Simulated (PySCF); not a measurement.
**Tc: excitation energy**

Tc [Kr] 4d5 5s2 (6S) → Tc [Kr] 4d6 5s1 (6D), as a difference of total energies. All numbers are calculated (PySCF 2.14, scalar relativity by spin-free X2C-1e, in aug-cc-pVTZ-DK (9s8p6d3f2g, 102 functions)). Correlated levels: valence: [Kr] frozen. The calculations carry no spin-orbit coupling.

| method | excitation energy (eV) | error (eV) |
| --- | --- | --- |
| UHF | 0.713 | +0.307 |
| MP2 (valence) | 0.408 | +0.002 |
| SCS-MP2 (valence) | 0.376 | -0.030 |
| CCSD (valence) | 0.560 | +0.154 |
| CCSD(T) (valence) | 0.556 | +0.150 |

Reference: 0.406 eV (measured; NIST levels, between the centres of gravity of the two terms).

Errors of the correlated levels include the incompleteness of this basis and the frozen core.
